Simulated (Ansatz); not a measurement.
C2H5GaSi (`C#C[SiH2][GaH2]`), relaxed with RKS PBE0-D4/def2-TZVP in the Gaussian-basis code of Ansatz from a GFN2-xTB geometry. The force threshold is 0.005 eV/Å; the program also tests the step.

Charge 0, multiplicity 1.

Start:

```xyz
9

C     1.024   -1.798    1.519
C     0.619   -1.257    0.523
Si   -0.025   -0.347   -0.963
Ga   -0.791    1.811   -0.190
H     1.384   -2.284    2.381
H    -1.090   -1.197   -1.544
H     1.096   -0.287   -1.929
H    -0.720    2.408    1.306
H    -1.497    2.951   -1.103
```

```json
{"step": "1", "energy (eV)": "-62396.8716", "largest force (eV/Å)": "0.976", "largest move (Å)": "0.000"}
{"step": "2", "energy (eV)": "-62396.9661", "largest force (eV/Å)": "0.343", "largest move (Å)": "0.192"}
{"step": "3", "energy (eV)": "-62396.9879", "largest force (eV/Å)": "0.115", "largest move (Å)": "0.060"}
{"step": "4", "energy (eV)": "-62396.9896", "largest force (eV/Å)": "0.033", "largest move (Å)": "0.030"}
{"step": "5", "energy (eV)": "-62396.9900", "largest force (eV/Å)": "0.021", "largest move (Å)": "0.017"}
{"step": "6", "energy (eV)": "-62396.9903", "largest force (eV/Å)": "0.026", "largest move (Å)": "0.024"}
{"step": "7", "energy (eV)": "-62396.9904", "largest force (eV/Å)": "0.018", "largest move (Å)": "0.012"}
{"step": "8 (rejected)", "energy (eV)": "-62396.9903", "largest force (eV/Å)": "0.031", "largest move (Å)": "0.007"}
{"step": "9", "energy (eV)": "-62396.9905", "largest force (eV/Å)": "0.009", "largest move (Å)": "0.003"}
{"step": "10", "energy (eV)": "-62396.9905", "largest force (eV/Å)": "0.002", "largest move (Å)": "0.011"}
{"step": "11 (rejected)", "energy (eV)": "-62396.9905", "largest force (eV/Å)": "0.008", "largest move (Å)": "0.009"}
{"step": "12", "energy (eV)": "-62396.9905", "largest force (eV/Å)": "0.007", "largest move (Å)": "0.005"}
{"step": "13", "energy (eV)": "-62396.9906", "largest force (eV/Å)": "0.002", "largest move (Å)": "0.004"}
```

End:

```xyz
9

C     1.044   -1.844    1.513
C     0.625   -1.260    0.543
Si   -0.028   -0.310   -0.872
Ga   -0.819    1.870   -0.193
H     1.416   -2.366    2.364
H    -1.127   -1.098   -1.496
H     1.056   -0.177   -1.886
H    -0.704    2.362    1.294
H    -1.463    2.823   -1.266
```

Hardware: 2 threads of an Arm Neoverse V1 on a shared host. Wall time 76 s, peak host memory 0.46 GiB.
